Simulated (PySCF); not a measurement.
Two-component Hartree-Fock for W²⁺ (tungsten, charge +2)

Start: [Xe] 4f14 5d3 6p1; 5d5/2 filled at m_j = +1/2, +3/2, +5/2; 6p3/2 filled at m_j = +3/2. Calculated with PySCF 2.14 in x2c-TZVPall-2c with one added diffuse shell each of s, p, d type (12s12p11d2f, 117 functions): generalised Hartree-Fock with the X2C-1e Hamiltonian and a Gaussian nucleus; spin-orbit coupling (SO) screened by Boettger's factors. This is a chosen level, not necessarily the ground level.

```tsv
spinor shell	electrons	ε, screened SO (eV)	weight of nominal j (screened SO)	rms radius, screened SO (bohr)
1s1/2	2	-69900.4	1.000	0.0208
2s1/2	2	-12221.0	1.000	0.0838
2p1/2	2	-11666.5	1.000	0.0713
2p3/2	4	-10308.1	1.000	0.0787
3s1/2	2	-2892.4	1.000	0.214
3p1/2	2	-2645.8	1.000	0.206
3p3/2	4	-2347.1	1.000	0.221
3d3/2	4	-1936.6	1.000	0.195
3d5/2	6	-1872.2	1.000	0.199
4s1/2	2	-645.59	1.000	0.478
4p1/2	2	-542.03	1.000	0.487
4p3/2	4	-472.12	1.000	0.519
4d3/2	4	-301.49	1.000	0.544
4d5/2	6	-288.28	1.000	0.556
5s1/2	2	-114.53	1.000	1.15
5p1/2	2	-80.887	0.968	1.26
5p3/2	4	-70.162	0.981	1.35
4f5/2	6	-72.173	0.987	0.666
4f7/2	8	-69.967	0.991	0.668
5d5/2	3	-30.011	0.661	1.94
6p3/2	1	-17.065	1.000	3.72
```

```
   quantity   screened SO
E (hartree)  -16148.49030
        M_J             6
       ⟨J²⟩        42.007
       ⟨L²⟩        21.085
       ⟨S²⟩         5.750
```

Each row is a mean over spinors that exchange with the open shell spreads, by up to 6.887 eV (5p3/2).

Rows whose weight is well below 1 are mixtures of j = l ± 1/2: exchange outweighs spin-orbit coupling there, and the label is only the starting occupation.

Breit and QED terms are absent; they matter most for the inner s and p1/2 levels.

Densities and radii are taken from the X2C orbitals without a picture-change correction, which distorts them close to the nucleus.
